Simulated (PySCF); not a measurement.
# NMR data sheet: C6H14N2OSi

```
Formula                               : C6H14N2OSi
SMILES                                : C=C/C=C(\C)[Si](N)(N)OC
InChI                                 : InChI=1S/C6H14N2OSi/c1-4-5-6(2)10(7,8)9-3/h4-5H,1,7-8H2,2-3H3/b6-5+
Point group of the computed structure : C1
Degrees of unsaturation               : 2
Carbon signals                        : 6
Proton signals                        : 7
```

Bonds (- single, = double, # triple, : aromatic): C1=C2, C2-C3, C3=C4, C4-C5, C4-Si6, Si6-N7, Si6-N8, Si6-O9, O9-C10. C1 carries H11, H12; C2 carries H13; C3 carries H14; C5 carries H15, H16, H17; N7 carries H18, H19; N8 carries H20, H21; C10 carries H22, H23, H24. Stereochemistry as in C=C/C=C(\C)[Si](N)(N)OC. H12 is cis to C3; H11 is trans to C3.

PySCF calculation with shieldings: GIAO PBE0/pcSseg-1 and GFN2-xTB structure; no solvent model, equivalent nuclei averaged, a single conformation, non-relativistic.

Scale: 1H, 13C, 29Si vs TMS; 15N against NH3; H2O for 17O (reference shieldings calculated alike).

| carbon | δC, type | δH (multiplicity) | HMBC from (2–3 bonds) | span of the C tensor (ppm) |
| --- | --- | --- | --- | --- |
| C1 | 125.6, CH2 | H11 5.52 (m); H12 5.55 (m) | H13, H14 | 206 |
| C2 | 139.0, CH | 7.09 (m) | H14, H12, H11 | 244 |
| C3 | 144.5, CH | 6.48 (d) | H13, H12, H11, H15/H16/H17 | 205 |
| C4 | 144.3, C | – | H13, H14, H15/H16/H17 | 224 |
| C5 | 17.3, CH3 | 1.98 (s) | H14 | 32 |
| C10 | 53.4, CH3 | 3.82 (s) | – | 77 |

Other nuclei:
| atoms | nucleus | environment | δ (ppm) | σ (ppm) |
| --- | --- | --- | --- | --- |
| H18/H19/H20/H21 | 1H | hydrogen on a nitrogen bonded to Si | 0.47 | 31.25 |
| Si6 | 29Si | silicon bonded to C, 2 N, O | -33.5 | 382.7 |
| N7/N8 | 15N | nitrogen bonded to Si, 2 H | 26.9 | 240.9 |
| O9 | 17O | oxygen bonded to C, Si | 23.2 | 312.9 |

1. Carbon types of the structure: 1 × C, 2 × CH, 1 × CH2, 2 × CH3, leaving 4 H on heteroatoms.
2. δC 144.5, 139.0: alkene CH; an sp2 carbon of a C=C bond.
3. δC 144.3: fully substituted alkene carbon; as expected for a trigonal carbon in a double bond.
4. δC 125.6: terminal =CH2 carbon; as expected for a trigonal carbon in a double bond.
5. δC 53.4: methyl carbon bonded to O; the inductive effect lowers its shielding.
6. δH 5.55, 5.52: hydrogen on a terminal =CH2 carbon; attached to an sp2 carbon and in the plane of the double bond.

The OH or NH signal is concentration- and solvent-dependent in practice; the value given is the gas-phase one. Shifts are as computed. Against solution values, carbons near 30 ppm lie about +3 ppm off and those near 130 ppm about +5 ppm. Of 1211 compounds with measured shifts, 218 miss one by over three times the rms of a fit or turn the order of signals round; such compounds aren't used in these exercises. Experimental scales use liquid or dissolved standards, which lie at an offset from isolated NH3 (liquid NH3: subtract about 20 ppm) and H2O (liquid H2O: subtract about 36 ppm). No couplings were computed; multiplicities are counted from neighbouring protons, with m where these are inequivalent, close in shift, in a saturated or five-membered ring or joined by F or P, and br s for small geminal =CH2 splittings.
